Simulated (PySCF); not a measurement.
From one molecule to another.

First species: C₆H₇P.
Numbering: `[CH3:1][c:2]1[cH:3][cH:4][cH:5][p:6][cH:7]1` (hydrogens: H8, H9, H10 on C1; H11 on C3; H12 on C4; H13 on C5; H14 on C7)

Cartesian coordinates in Å at the GFN2-xTB level; atoms count from 1:
```
atom  x, y, z in Å
C1     2.0657   -0.3208   -0.1536
C2     0.6193    0.0635   -0.0322
C3    -0.3418   -0.9408   -0.1148
C4    -1.7006   -0.7057   -0.0063
C5    -2.2464    0.5454    0.1947
P6    -1.3355    2.0108    0.3400
C7     0.2722    1.3864    0.1652
H8     2.3562   -0.9503    0.6873
H9     2.2312   -0.8891   -1.0677
H10    2.7079    0.5562   -0.1661
H11   -0.0041   -1.9560   -0.2721
H12   -2.3714   -1.5525   -0.0839
H13   -3.3231    0.6336    0.2685
H14    1.0697    2.1188    0.2187
```

Second species: C5H6N2.
SMILES with atom numbers: `[N:1]#[C:2][C:3]1=[CH:4][CH2:5][NH:6][CH2:7]1` (hydrogens: H8 on C4; H9, H10 on C5; H11 on N6; H12, H13 on C7)

Structure used (GFN2-xTB), in Å, numbered top down from 1:
```xyz
13
C5H6N2 angstrom
N      3.1035    0.0395    1.5276
C      2.0606    0.0711    1.0492
C      0.7929    0.0840    0.4538
C     -0.0427    1.1153    0.3213
C     -1.3033    0.6555   -0.3547
N     -0.9955   -0.6731   -0.8864
C      0.1499   -1.1646   -0.1270
H      0.1114    2.1255    0.6531
H     -1.6507    1.3371   -1.1329
H     -2.1035    0.5639    0.3939
H     -0.7507   -0.5999   -1.8683
H      0.8310   -1.7546   -0.7420
H     -0.2074   -1.7994    0.6946
```

Levels: PBE0/def2-SVPD for HOMO energy, LUMO energy, HOMO–LUMO gap and static isotropic polarisability; TDDFT PBE0/def2-SVPD for lowest singlet excitation; TDA PBE0/def2-SVPD for lowest triplet excitation (Tamm–Dancoff). Geometries: GFN2-xTB. Each species is one conformer at its optimised geometry, gas phase, non-relativistic unless stated; the electronic structure was computed with PySCF and density fitting.

Which has the higher static isotropic polarisability?

The first: 92.9 au against 69.3 au, a difference of 23.6 au.

Which of the two has the higher S1 energy, and by how much?

The first: 4.83 eV against 4.56 eV, a difference of 0.27 eV.

Which of the two has the higher HOMO–LUMO gap, and by how much?

The second: 5.81 eV against 5.60 eV, a difference of 0.21 eV.

Which of the two has the higher T1 energy, and by how much?

The second: 3.53 eV against 3.20 eV, a difference of 0.33 eV.

Which has the higher HOMO energy?

The first: -7.01 eV against -7.24 eV, a difference of 0.23 eV.

On the first: The principal polarisabilities are 59.2, 101.9 and 117.5 au; their mean is the isotropic value. The vertical singlet–triplet gap S1 − T1 is 1.63 eV (TDDFT singlet less Tamm–Dancoff triplet).

On the second: S1 lies 1.25 eV below the HOMO–LUMO gap; its leading configuration is HOMO→LUMO, weight 0.97. The principal polarisabilities are 49.1, 63.4 and 95.6 au; their mean is the isotropic value.
